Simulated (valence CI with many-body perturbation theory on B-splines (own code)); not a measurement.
## Ir⁵³⁺ in brief

Computed by configuration interaction combined with many-body perturbation theory (CI+MBPT): six valence electrons over a frozen Dirac-Fock core [Ar], a basis of 7 s, 7 p, 8 d, 6 f, 4 g, 1 h functions for each j, with the one-electron correlation potential Σ1, the two-electron term Σ2, the three-electron term Σ3, Breit, model QED; selected CI, second order for the rest, scaled by the run's own slope (own B-spline code, finite nucleus).

The last digits are not significant, and no measured levels were compared; by estimate large intervals hold to a few tenths of a per cent, small ones and those within an open d or f shell to about a per cent. Core correlation moves these levels by up to 17000 cm⁻¹, and in measured spectra 5 to 20 % of such shifts remained as error; rates that hang on mixing are uncertain with them. Among the levels kept, up to 1100 cm⁻¹ of a level comes from second order outside the variational space, and about a tenth of that is noise between levels of different J, which matters for small intervals. The list stops below the first excitations out of the core. Only levels of the ground parity were solved; by the run's estimate the other parity begins above the list, which can be wrong where configurations are misplaced.

Levels are named by their leading jj configuration (3d3/2^4 stands for four electrons in 3d with j = 3/2), which in mixed levels can hold well under half, so a name can repeat and another be missing.

Rates and lifetimes use the calculated energies. Strong lines usually hold to 10 to 20 %, long lifetimes can be off by a factor of two.

Problem. What is the ground level?

Solution. (3d3/2^4 3d5/2^2) J=4, composition 41 % 3d⁶ ³F + 29 % 3d⁶ ⁵D + 15 % 3d⁶ ¹G, g = 1.231.

Problem. How well does LS coupling describe the low levels?

Solution. Among the lowest 20 levels the leading LS term, summed over configurations, holds 51 % on average. For single configurations the figures are 51 % in LS and 98 % in jj coupling. Terms mix most in the J = 2 level at 899050 cm⁻¹, where the leading one holds 30 %.

Problem. What is the ionisation energy?

Solution. 5092.2 eV; NIST lists 5092 ± 5 eV (theoretical).

Problem. Name the longest-lived excited levels whose lifetime is computed, and their main decay.

Solution. (3d3/2^4 3d5/2^2) J=2 at 66747 cm⁻¹ lives 41.3 s, mostly by E2 to (3d3/2^4 3d5/2^2) J=4; (3d3/2^4 3d5/2^2) J=0 at 224420 cm⁻¹ lives 154 ms, mostly by E2 to (3d3/2^4 3d5/2^2) J=2; (3d3/2^3 3d5/2^3) J=6 at 698540 cm⁻¹ lives 12.5 ms, mostly by E2 to (3d3/2^4 3d5/2^2) J=4.
